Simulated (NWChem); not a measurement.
SnH₂Cl₂; SMILES [Cl][SnH2][Cl]

All runs: NWChem. Coordinates come from a PBE0/def2-SVP optimisation. def2 effective core potentials on Sn; no spin-orbit coupling. Level: PBE0/def2-SVPD; rows give the wavelength of the field.

```json
[
 {"field": "static", "isotropic polarisability (bohr³)": "?", "anisotropy (bohr³)": "17.0"},
 {"field": "1065 nm", "isotropic polarisability (bohr³)": "68.5", "anisotropy (bohr³)": "17.4"},
 {"field": "589 nm", "isotropic polarisability (bohr³)": "70.3", "anisotropy (bohr³)": "18.1"}
]
```

Question: What belongs in the gaps?

Answer: 
- static, isotropic polarisability (bohr³): 67.8
